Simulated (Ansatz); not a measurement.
A nudged elastic band was laid between two geometries of Cl2GaH (4 atoms, charge 0, multiplicity 1).

These are results of RKS PBE/def2-SVP (Ansatz), not measurements.

- movable images: 7
- climbing image: yes
- spring: 5.0 eV/Å²
- optimiser: quadratic models (default)
- start path: through a guess of the saddle point
- force threshold: 0.05 eV/Å
- iteration limit: 60
- end points: relaxed

Image 0:

```xyz
4
Properties=species:S:1:pos:R:3
Ga 0.318 0.000 0.381
H 0.091 0.000 1.922
Cl 2.288 0.000 -0.489
Cl -1.320 0.000 -1.018
```

Image 8:

```xyz
4
Properties=species:S:1:pos:R:3
Ga -1.238 0.000 0.399
H 1.991 0.000 1.766
Cl 2.011 0.000 0.468
Cl -1.387 0.000 -1.838
```

Q: What changes between the two ends?

A: Bonds broken: Ga1–H2, Ga1–Cl3. Bonds formed: H2–Cl3. Cl2GaH becomes ClGa + ClH.

Q: What energy profile does the band end with?

A: It converged. The highest image is number 3 of 0 to 8, 181.3 kJ/mol above the first end and 91.3 kJ/mol above the last; the last end lies 90.0 kJ/mol above the first. A vibrational analysis at the climbing image gives one clearly imaginary mode, 898i cm⁻¹: a first-order saddle point. The orbitals stay closed-shell, which can raise the energy where a bond breaks towards radicals; this wasn't checked here.

```tsv
image	path coordinate (Å)	energy (kJ/mol)	Ga1–H2 (Å)	Ga1–Cl3 (Å)	H2–Cl3 (Å)
0	0.00	0.0	1.56	2.15	3.26
1	0.47	28.4	1.55	2.16	2.79
2	0.94	114.6	1.54	2.26	2.28
3	1.41	181.3	1.63	2.49	1.81
4	1.76	141.3	1.84	2.68	1.47
5	2.12	102.3	2.22	3.03	1.33
6	2.47	94.5	2.68	3.27	1.30
7	2.83	91.3	3.10	3.27	1.30
8	3.18	90.0	3.51	3.25	1.30
```

Q: What is the geometry of the highest image?

A: 
```xyz
4
Properties=species:S:1:pos:R:3
Ga -0.298 0.000 0.515
H 1.007 0.000 1.488
Cl 2.154 0.000 0.084
Cl -1.486 0.000 -1.292
```

Q: What are the harmonic wavenumbers there?

A: 898i, 98, 329, 355, 408, 1646 cm⁻¹.

The band took 10 iterations and of the order of 70 core-seconds.

The run took 69 s on 1 thread of Intel(R) Xeon(R) 6975P-C (Granite Rapids), with other jobs on the host, peak memory 0.13 GiB.
